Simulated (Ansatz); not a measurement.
The same ligand exchange along the group B, Al, Ga, In.

Isolated molecules relaxed with PBE0-D4/def2-TZVP in Ansatz; ΔE leaves out vibrations. CCSD(T)/CBS is the MP2 limit (def2-TZVPP, def2-QZVPP) plus CCSD(T) − MP2 in def2-TZVPP, frozen cores. This one scheme is used for every species. DFT in def2-TZVPP. def2 core potentials past Kr. For Ga, In outer-core shells are correlated without core-valence functions, which leaves a few kJ/mol of doubt a bond. Scalar relativity is left out up to krypton. Each species was taken in one conformer, which may not be the lowest.

| reaction | HF/CBS(def2) (kJ/mol) | B2PLYP (kJ/mol) |
| --- | --- | --- |
| `B[SiH2]N` + `N[Si](O)(Cl)Cl` → `N[SiH2]O[Si](N)(Cl)Cl` + BH₃ | -173 | -154 |
| `N[SiH2][AlH2]` + `N[Si](O)(Cl)Cl` → `N[SiH2]O[Si](N)(Cl)Cl` + `[AlH3]` | -160 | -139 |
| `N[SiH2][GaH2]` + `N[Si](O)(Cl)Cl` → `N[SiH2]O[Si](N)(Cl)Cl` + `[GaH3]` | -147 | -124 |
| `N[SiH2][InH2]` + `N[Si](O)(Cl)Cl` → `N[SiH2]O[Si](N)(Cl)Cl` + `[InH3]` | -135 | -112 |

(1) Give the CCSD(T)/CBS values in the same order. (Best estimate.)

Largest T1 diagnostic: 0.014, for `[InH3]`.

Answers

(1) Computed: -154, -139, -122, -110 kJ/mol.
